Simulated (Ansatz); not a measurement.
`O=[CH][GaH][SiH3]` + H–F → `[F][GaH][SiH3]` + `C=O` at 400 K and 1 bar (ligand exchange at a Ga–C bond).

Program: Ansatz. Geometries: PBE0-D4/def2-TZVP. ΔE: electronic, gas phase. CCSD(T)/CBS adds triple-zeta CCSD(T) − MP2 to the extrapolated MP2 energy (def2 sets, frozen cores). This one scheme is used for every species. For Ga outer-core shells are correlated without core-valence functions, which leaves a few kJ/mol of doubt a bond. Scalar relativity is left out up to krypton. One conformer a species, not always the lowest.

```
            species  CCSD(T)/CBS energy (Eh)  H − E (kJ/mol)  S (J/(mol·K))
`O=[CH][GaH][SiH3]`              -2329.19824           161.4          410.9
                H–F               -100.39570            36.5          182.2
   `[F][GaH][SiH3]`              -2315.24439           114.6          364.0
              `C=O`               -114.39408            83.9          229.4
```

H − E and S are ideal-gas, rigid-rotor, harmonic terms from PBE0-D4/def2-TZVP, for one conformer and one mirror image of each species. 1 Eh = 2625.50 kJ/mol, R = 8.31446 J/(mol·K).

Task: By hand: ΔE, ΔH, ΔS and ΔG.

Result: ΔE = (-2315.24439) + (-114.39408) − (-2329.19824) − (-100.39570) = -0.04453 Eh = -116.9 kJ/mol. Δ(H − E) = 114.6 + 83.9 − 161.4 − 36.5 = 0.6, so ΔH = -116.3 kJ/mol. ΔS = 364.0 + 229.4 − 410.9 − 182.2 = 0.3 J/(mol·K). ΔG = -116.3 − 400 × (0.3)/1000 = -116.4 kJ/mol.

Task: By hand: the equilibrium constant, and the temperature at which ΔG would vanish if ΔH and ΔS stayed fixed.

Result: log₁₀ K = −ΔG/(RT ln 10) = 15.2. ΔH and −TΔS have one sign here, so there is no such temperature. One of them is within its doubt of zero, so this could turn.

The number of gas molecules stays the same, so ΔS is small and ΔH decides. A doubt of 5 kJ/mol in ΔE shifts log₁₀ K by 0.7 here. Other conformers and mirror images would add mixing entropy, several J/(mol·K) or more a flexible species. Modes under 60 cm⁻¹, often nearly free rotors, make the harmonic entropy too high. These are equilibria of isolated gas molecules and say nothing of rates. Largest T1 diagnostic: 0.017 (customary marks: 0.02 for closed shells, 0.045 for open ones).
